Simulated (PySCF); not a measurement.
Structure with atom numbers: `[CH3:1][O:2][B:3]([O:4][CH3:5])[O:6][Si:7]([CH3:8])([CH3:9])[CH3:10]`. Hydrogens are named by the atom that carries them.

- coordinates at the PBE0-D3(BJ)/def2-SVP level
- σ from GIAO-CAM-B3LYP/pcSseg-1
- code: PySCF
- no relativistic terms, one computed conformer, gas phase, fast rotation and ring inversion assumed for equivalent nuclei

References, each an isolated molecule treated in the same way: $^{13}$C (σref 182.45), $^{1}$H (σref 31.33), $^{29}$Si (σref 343.41) against TMS; $^{17}$O (σref 338.55) vs H2O; BF3·OEt2 for $^{11}$B (σref 99.35).

| atoms | nucleus | count | δ (ppm) |
| --- | --- | --- | --- |
| H(C1)/H(C5) | $^{1}$H | 6 | 3.62 |
| B3 | $^{11}$B | 1 | 17.6 |
| C1/C5 | $^{13}$C | 2 | 52.3 |
| Si7 | $^{29}$Si | 1 | ? |
| C8/C9/C10 | $^{13}$C | 3 | ? |
| H(C8)/H(C9)/H(C10) | $^{1}$H | 9 | 0.14 |
| O6 | $^{17}$O | 1 | 106.2 |
| O2/O4 | $^{17}$O | 2 | 70.0 |

Q: Complete the table.

A: 
- C8/C9/C10: 0.5 ppm, methyl carbon bonded to Si; an electropositive neighbour leaves it electron-rich and shielded
- Si7: 23.5 ppm, silicon bonded to 3 C, O

Shifts are as computed, not scaled to solution data. Of 1211 compounds with measured shifts, 218 miss one by over three times the rms of a fit or turn the order of signals round; such compounds aren't used in these exercises. Experimental scales use liquid or dissolved standards, which lie at an offset from isolated H2O (liquid H2O: subtract about 36 ppm).
